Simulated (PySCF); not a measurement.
**Partial charges of `C=CCN[SiH2]OC(C)=O`**

C5H11NO2Si.
Structure used (GFN2-xTB), in Å, numbered top down from 1:
```xyz
20
C5H11NO2Si angstrom
C     -3.992   -0.174    0.516
C     -2.891   -0.322   -0.194
C     -2.065    0.808   -0.733
N     -0.688    0.741   -0.298
Si     0.460   -0.229   -1.111
O      1.779    0.046   -0.132
C      2.966   -0.396   -0.502
C      4.051   -0.056    0.484
O      3.138   -1.009   -1.523
H     -4.549   -1.015    0.893
H     -4.393    0.801    0.741
H     -2.492   -1.304   -0.411
H     -2.059    0.758   -1.825
H     -2.498    1.767   -0.431
H     -0.604    0.860    0.701
H      0.250   -1.679   -1.162
H      0.668    0.338   -2.437
H      5.020   -0.328    0.078
H      3.874   -0.603    1.408
H      4.018    1.007    0.708
```

Density: PBE0/pcSseg-1 (PySCF); schemes: Mulliken, IAO, Hirshfeld and ESP-fitted. The structure is a single GFN2-xTB conformer in the gas phase; no vibrational or solvent corrections.

Problem. What partial charge does each atom carry?

Solution. In e:

| atom | environment | Mulliken | IAO | Hirshfeld | ESP-fitted |
| --- | --- | --- | --- | --- | --- |
| C1 | terminal =CH2 carbon | -0.152 | -0.322 | -0.105 | -0.500 |
| C2 | alkene CH carbon | -0.258 | -0.147 | -0.046 | -0.109 |
| C3 | sp3 carbon bound to nitrogen | +0.021 | -0.146 | -0.021 | +0.110 |
| N4 | silicon-bound nitrogen | -0.648 | -0.684 | -0.245 | -0.813 |
| Si5 | oxygen-bound silicon | +0.873 | +1.104 | +0.416 | +0.807 |
| O6 | oxygen singly bound to a carbonyl carbon | -0.570 | -0.587 | -0.186 | -0.584 |
| C7 | carbonyl carbon | +0.396 | +0.539 | +0.224 | +0.961 |
| C8 | methyl carbon next to a carbonyl | -0.238 | -0.474 | -0.121 | -0.679 |
| O9 | carbonyl oxygen | -0.411 | -0.460 | -0.256 | -0.602 |
| H10 | vinylic hydrogen | +0.119 | +0.154 | +0.047 | +0.198 |
| H11 | vinylic hydrogen | +0.110 | +0.144 | +0.044 | +0.201 |
| H12 | vinylic hydrogen | +0.113 | +0.142 | +0.041 | +0.140 |
| H13 | methylene hydrogen | +0.131 | +0.143 | +0.046 | +0.072 |
| H14 | methylene hydrogen | +0.120 | +0.140 | +0.045 | +0.083 |
| H15 | N–H hydrogen | +0.195 | +0.263 | +0.115 | +0.412 |
| H16 | Si–H hydrogen | -0.119 | -0.170 | -0.086 | -0.141 |
| H17 | Si–H hydrogen | -0.106 | -0.150 | -0.080 | -0.113 |
| H18 | methyl hydrogen | +0.140 | +0.169 | +0.055 | +0.178 |
| H19 | methyl hydrogen | +0.144 | +0.172 | +0.059 | +0.191 |
| H20 | methyl hydrogen | +0.141 | +0.170 | +0.056 | +0.189 |

Mean size of the charges over all atoms: ESP-fitted 0.354 e, IAO 0.314 e, Mulliken 0.250 e, Hirshfeld 0.115 e. Each set sums to the total charge, 0, to within 0.001 e. The Mulliken scheme gives each basis function's population to the atom it is centred on and halves the overlap population of two atoms between them.

Lowest charge. The schemes don't all agree: Mulliken N4 (-0.648); IAO N4 (-0.684); Hirshfeld O9 (-0.256); ESP-fitted N4 (-0.813).

Highest charge. The schemes don't all agree: Mulliken Si5 (+0.873); IAO Si5 (+1.104); Hirshfeld Si5 (+0.416); ESP-fitted C7 (+0.961).

Problem. How many electrons does the Mulliken scheme count on Si5?

Solution. Z − q = 14 − (+0.873) = 13.127.

Problem. Sum the charges by element, for elements with more than one atom.

Solution. 
```csv
element,atoms,Mulliken,IAO,Hirshfeld,ESP-fitted
C,5,-0.231,-0.551,-0.071,-0.218
O,2,-0.982,-1.046,-0.443,-1.186
H,11,+0.988,+1.177,+0.343,+1.409
```
